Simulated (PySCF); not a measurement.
The multiplicity is imposed and other spin states were not computed.

[Cu(CNH)(CN)] (charge 0, multiplicity 1)

All values below come from PySCF 2.14.0 with PBE-D3(BJ)/def2-TZVP // TPSS-D3(BJ)/def2-SVP.

The HOMO is -6.53 eV and the dipole moment is 10.61 D. The HOMO–LUMO gap is 3.48 eV. The LUMO is -3.05 eV and the charge on the central atom (Mulliken) comes out as -0.11 e. The charge on the central atom (meta-Löwdin) is 0.55 e and the total energy is -1826.4514 Ha. The cost comes out as very roughly 40 core-seconds.

```xyz
6

Cu    -0.0546    -0.0962     0.2061
N     -0.7434    -1.3356     2.8447
C     -0.4724    -0.8496     1.8085
H     -0.9765    -1.7519     3.7338
C      0.3748     0.6812    -1.4449
N      0.6442     1.1684    -2.4802
```
